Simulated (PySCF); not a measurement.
C₈H₁₄FN: full NMR table

```
Formula                               : C8H14FN
SMILES                                : CCCC1=C(F)N(C)CC1
InChI                                 : InChI=1S/C8H14FN/c1-3-4-7-5-6-10(2)8(7)9/h3-6H2,1-2H3
Point group of the computed structure : C1
Degrees of unsaturation               : 2
Carbon signals                        : 8
Proton signals                        : 6
```

Structure with atom numbers: `[CH3:1][CH2:2][CH2:3][C:4]1=[C:5]([F:6])[N:7]([CH3:8])[CH2:9][CH2:10]1` (H(Xn): hydrogen on atom n).

- σ from GIAO-PBE0/pcSseg-1
- structure optimised with GFN2-xTB
- code: PySCF 2.14
- non-relativistic Hamiltonian, one conformer, in vacuum, equivalent nuclei averaged

Shifts are taken against calculated references (same method and geometry level): ¹H and ¹³C vs TMS; ¹⁹F vs CFCl3; NH3 for ¹⁵N.

| carbon | δC, type | δH (multiplicity) | HMBC from (2–3 bonds) | span of the C tensor (ppm) |
| --- | --- | --- | --- | --- |
| C1 | 17.0, CH3 | 1.06 (t) | H(C3), H(C2) | 29 |
| C2 | 27.9, CH2 | 1.38 (m) | H(C3), H(C1) | 29 |
| C3 | 32.0, CH2 | 2.02 (t) | H(C10), H(C2), H(C1) | 40 |
| C4 | 89.7, C | – | H(C9), H(C10), H(C3), H(C2) | 118 |
| C5 | 164.8, C | – | H(C9), H(C8), H(C10), H(C3) | 124 |
| C8 | 36.5, CH3 | 2.53 (s) | H(C9) | 66 |
| C9 | 52.4, CH2 | 3.08 (m) | H(C8), H(C10) | 63 |
| C10 | 29.8, CH2 | 2.52 (m) | H(C9), H(C3) | 34 |

Other nuclei:
| atoms | nucleus | environment | δ (ppm) | σ (ppm) |
| --- | --- | --- | --- | --- |
| F6 | ¹⁹F | vinylic fluorine | -144.0 | 314.9 |
| N7 | ¹⁵N | enamine nitrogen | 79.3 | 188.4 |

Carbon types of the structure: 2 × C, 4 × CH2, 2 × CH3, which accounts for all hydrogens. δC 164.8: alkene carbon bearing nitrogen; an sp2 carbon further deshielded by the attached heteroatom. δC 89.7: β carbon of an enol-ether or enamine type C=C; the O or N lone pair pushes π density onto this β carbon and shields it. δC 52.4: sp3 CH2 bonded to N; deshielded by the electronegative neighbour. δC 27.9: sp3 CH2; aliphatic region, no heteroatom directly attached. δH 2.53: hydrogen on a methyl carbon bonded to N; its carbon carries N, which withdraws density.

Splittings by ¹⁹F in the carbon and heteronuclear signals aren't shown, as no couplings were computed. Shifts are as computed. Against solution values, carbons near 30 ppm lie about +3 ppm off and those near 130 ppm about +5 ppm. Of 1211 compounds with measured shifts, 218 miss one by over three times the rms of a fit or turn the order of signals round; such compounds aren't used in these exercises. Unscaled 19F shifts against computed CFCl3 carry errors that often reach 10 to 50 ppm. Experimental scales use liquid or dissolved standards, which lie at an offset from isolated NH3 (liquid NH3: subtract about 20 ppm). No couplings were computed; multiplicities are counted from neighbouring protons, with m where these are inequivalent, close in shift, in a saturated or five-membered ring or joined by F or P, and br s for small geminal =CH2 splittings.
